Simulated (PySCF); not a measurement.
# Chromium: a sound run and one with changed settings

Sound run: Cr [Ar] 3d5 4s1, Cr⁺ [Ar] 3d5. Computed with PySCF 2.14 in x2c-TZVPall, with scalar relativity by spin-free X2C-1e. The sound run starts from symmetry-adapted Hartree-Fock orbitals and uses a fine grid where one is needed.

Changed run: initial guess sap, at most 5 SCF cycles. This setting is unsound on purpose.

```csv
species,method,sound run (hartree),changed run (hartree),converged
Cr,UHF,-1049.64352,-1049.64341,no
Cr,M06-2X,-1050.73157,-1050.73137,no
Cr,BP86,-1050.92986,-1050.92501,no
Cr⁺,UHF,-1049.42242,-1049.42242,no
Cr⁺,M06-2X,-1050.48776,-1050.48776,no
Cr⁺,BP86,-1050.65198,-1050.65189,no
```

The SCF was stopped early; the energies are upper bounds that still move, and correlated levels were skipped or rest on poor orbitals.
